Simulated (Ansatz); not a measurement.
Cost and result up the ladder for the cluster Li₄S (the lowest singlet isomer of a short search) (5 atoms). Charge 0, multiplicity 1. Geometry: B3LYP-D4/def2-TZVP.

Cartesian coordinates in Å:
```
Li 0.1305 1.1632 3.1145
Li -0.6837 1.2810 0.1859
Li 0.6996 -0.8171 0.8794
Li -0.0767 -1.2567 -3.0352
S -0.0697 -0.3705 -1.1446
```

Ansatz on 4 threads of Arm Neoverse V2 on a shared host. Times are rough, and most runs start from the orbitals of an earlier one. PBE0-D4/def2-TZVPD serves as the yardstick here, not as an exact answer. Differences are given only for rows in sets of like size (and for xTB, whose basis is part of the method), since another set adds its own error. Binding counts from free atoms at the same level (Li doublet, S triplet; other spins of the atoms weren't run), without zero-point energy or a counterpoise term.

Correlated methods freeze 5 core orbitals; core or outer-core shells of Li are correlated, in sets that lack core-valence functions. Another isomer (singlet) lies 0.06 eV lower at PBE-D4/def2-TZVP.

Run but left out: r2SCAN-D4/def2-TZVP, PBE-QIDH/def2-TZVP (restricted singlet, unstable towards broken spin symmetry).

Correlated methods converge slowly with the basis.

| level | functions | wall time | binding energy per atom (eV) | difference from PBE0-D4/def2-TZVPD (eV) | remarks |
| --- | --- | --- | --- | --- | --- |
| LDA (SPW92)/def2-TZVP | 93 | 0.35 s | 2.01 | 0.25 | – |
| PBE0-D4/def2-SVP | 54 | 0.45 s | 1.81 | – | – |
| PBE-D4/def2-SVP | 54 | 0.5 s | 1.85 | – | – |
| BHLYP-D4/def2-TZVP | 93 | 0.6 s | 1.74 | -0.02 | – |
| PBE-D4/def2-TZVP (with forces) | 93 | 0.65 s | 1.79 | 0.03 | – |
| revPBE-D4/def2-TZVP | 93 | 0.65 s | 1.73 | -0.03 | – |
| PBE-D4/def2-TZVPD | 114 | 0.8 s | 1.79 | 0.03 | – |
| PBE0-D4/def2-TZVP | 93 | 0.85 s | 1.76 | 0.00 | – |
| PBE0-D4/def2-TZVPD | 114 | 0.85 s | 1.76 | 0.00 | – |
| r2SCAN-D4/def2-TZVPD | 114 | 1.6 s | 1.78 | 0.02 | – |
| CCSD(T)/def2-TZVPD | 114 | 3.4 s | 1.72 | -0.04 | restricted SCF unstable |
| CCSD(T)/def2-TZVPP | 118 | 3.5 s | 1.76 | 0.00 | restricted SCF unstable |
